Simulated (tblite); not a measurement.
Compound: C6H15OPS.
Cartesian coordinates in Å at the GFN2-xTB level; atoms count from 1:
```
atom  x, y, z in Å
C1     3.1146    0.9833   -0.2559
C2     2.8514   -0.4895    0.0197
C3     1.5229   -0.6953    0.7366
P4     0.1033   -0.1290   -0.2923
S5     0.1635   -0.7140   -2.1382
C6    -1.3713   -0.6703    0.6778
C7    -2.5665    0.2705    0.5368
C8    -2.9012    0.5804   -0.9297
O9    -3.1699   -0.5638   -1.6873
H10    4.0876    1.1164   -0.7221
H11    3.0914    1.5620    0.6660
H12    2.3575    1.3749   -0.9366
H13    2.8263   -1.0331   -0.9282
H14    3.6560   -0.9088    0.6280
H15    1.3534   -1.7622    0.9250
H16    1.5009   -0.1633    1.6913
H17    0.0904    1.2538   -0.0720
H18   -1.0879   -0.7630    1.7298
H19   -1.6296   -1.6674    0.3042
H20   -2.3632    1.2131    1.0496
H21   -3.4345   -0.1964    1.0066
H22   -2.0730    1.1588   -1.3697
H23   -3.8036    1.1983   -0.9663
H24   -2.3303   -0.9357   -1.9986
```

Computed with GFN2-xTB (tblite): harmonic, unscaled wavenumbers at the GFN2-xTB geometry, gas phase. This tight-binding method is rough: wavenumbers can miss measured ones by several per cent, in bad cases by 10 to 20. Modes of hydrogen on phosphorus can be 10 to 20 % off. One conformer, not necessarily the lowest.

Harmonic wavenumbers (cm⁻¹): 44.7, 65.4, 96.2, 103.9, 130.5, 149.4, 176.2, 206.7, 248.5, 253.7, 295.5, 348.6, 417.4, 438.2, 490.9, 624.6, 704.6, 722.7, 726.8, 774.8, 826.2, 843.5, 891.6, 896.0, 935.9, 940.1, 1017.4, 1020.4, 1053.3, 1055.9, 1102.4, 1113.9, 1129.0, 1161.0, 1184.7, 1225.8, 1229.5, 1260.7, 1270.1, 1323.9, 1331.0, 1337.7, 1350.3, 1410.2, 1416.5, 1421.4, 1465.1, 1470.5, 1479.4, 1492.2, 1499.7, 2206.1, 2849.1, 2915.2, 2929.6, 2940.0, 2944.4, 2959.1, 2967.6, 2975.3, 2979.6, 2987.4, 2998.4, 3022.3, 3046.8, 3415.1.

A = 2071, B = 652.3, C = 565.2 MHz; mass 166.058 u (most abundant isotopes); point group C1, symmetry number 1.

**Question.** What is the zero-point energy?

**Answer.** Half the sum of the wavenumbers: 44155 cm⁻¹ = 528.21 kJ/mol.

**Question.** What is S at 298.15 K and 1 bar for an ideal gas of classical rigid rotors and harmonic oscillators?

**Answer.** Translation 172.61, rotation 127.28, vibration 159.37: S = 459.3 J/(mol K).

**Question.** And Cp and H(298.15 K) − H(0)?

**Answer.** Cp = 192.09 J/(mol K), of which vibrations give 158.83 (their classical limit is 66 R = 548.8); H(298.15 K) − H(0) = 34.64 kJ/mol without the zero-point energy, 24.72 from vibrations.

**Question.** How do the functions run with temperature in this model?

**Answer.** 
| T (K) | S (J/(mol K)) | Cp (J/(mol K)) | H − H(0) (kJ/mol) | G − H(0) (kJ/mol) | ln q(vib) |
| --- | --- | --- | --- | --- | --- |
| 150 | 355.7 | 120.1 | 11.69 | -41.66 | 4.08 |
| 250 | 427.7 | 167.1 | 25.99 | -80.94 | 7.57 |
| 400 | 523.2 | 244.7 | 56.91 | -152.35 | 12.56 |
| 600 | 639.2 | 328.5 | 114.72 | -268.81 | 19.02 |
| 900 | 789.2 | 410.4 | 226.56 | -483.76 | 28.16 |

q(vib) and H(0) count from the zero-point level.

**Question.** Blend soft modes into free rotors: weight 1/[1 + (100 cm⁻¹/ν̃)⁴] for the oscillator and the rest for a rotor with moment μB/(μ + B), μ = h/(8π²ν), B = 10⁻⁴⁴ kg m². What vibrational entropy results?

**Answer.** 147.26 J/(mol K) in place of 159.37, which changes −T·S at 298.15 K by +3.61 kJ/mol.

**Question.** What must be added to the electronic energy to get the Gibbs energy at 298.15 K and 1 bar?

**Answer.** ZPE + [H(298.15 K) − H(0)] − T·S = 528.21 + 34.64 − 136.93 = 425.92 kJ/mol.

**Question.** Which modes carry the vibrational entropy at 298.15 K?

**Answer.** 44.7 cm⁻¹: 21.08; 65.4 cm⁻¹: 17.94; 96.2 cm⁻¹: 14.77; 103.9 cm⁻¹: 14.14; 130.5 cm⁻¹: 12.30; 149.4 cm⁻¹: 11.21 J/(mol K); the other 60 give 67.93 together.

Hindered rotation and anharmonicity are outside this model. Other conformers, if any are populated, would add a mixing term that is left out. The structure is chiral; the term R ln 2 for an equal mix with its mirror image is left out.
